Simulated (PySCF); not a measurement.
Working out the excitation energy of Tl⁺

Tl⁺ [Xe] 4f14 5d10 6s2 (1S) → Tl⁺ [Xe] 4f14 5d10 6s1 6p1 (3P). Computed with PySCF 2.14 in aug-cc-pwCVDZ-PP with ECP60MDF (6s5p4d1f, 48 functions), with scalar relativity through the core potential. Frozen: 5s2 5p6 5d10. Energies in hartree (1 hartree = 27.21139 eV):

```tsv
part	Tl⁺ (lower)	Tl⁺ (upper)
UHF	-171.328889	-171.120436
CCSD correlation	-0.027093	-0.002984
(T)	0.000000	0.000000
```

Q: What does Hartree-Fock give?

A: (-171.120436) − (-171.328889) = 0.208453 hartree = 5.672 eV.

Q: What do CCSD and CCSD(T) give?

A: The CCSD correlation energies differ by 0.024109 hartree = 0.656 eV and the triples by 0.000000 hartree = 0.000 eV, so CCSD gives 6.328 eV and CCSD(T) 6.328 eV.

Measured between the centres of the two terms (NIST): 7.098 eV, so CCSD(T) (valence) is off by -0.770 eV.

A double-zeta basis recovers only part of the correlation energy.

What remains against the reference includes basis incompleteness, the frozen core and higher excitations.
